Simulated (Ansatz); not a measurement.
Ansatz results at the PBE0-D4/def2-TZVP geometry: LUMO energy (B3LYP/def2-TZVPP) -1.87 eV; vertical ionisation energy (CCSD(T)/def2-TZVPP) 9.57 eV; HOMO–LUMO gap (ωB97M-V/def2-TZVPP) 9.70 eV.

Each molecule was computed in one conformer, which needn't be the lowest.

Question: Which molecule gave them?
A. `C[Si](C)(C)[Ga]([Cl])[Cl]`
B. `[SH][GaH][Cl]`
C. `[NH2][GaH2]`
D. `[GaH2][Br]`

Answer: A. The others give `[NH2][GaH2]`: -1.01, 9.78, 10.74; `[SH][GaH][Cl]`: -1.69, 10.30, 10.50; `[GaH2][Br]`: -2.19, 10.52, 10.06.

B3LYP here is the variant with VWN-RPA as its local correlation; programs differ in this.
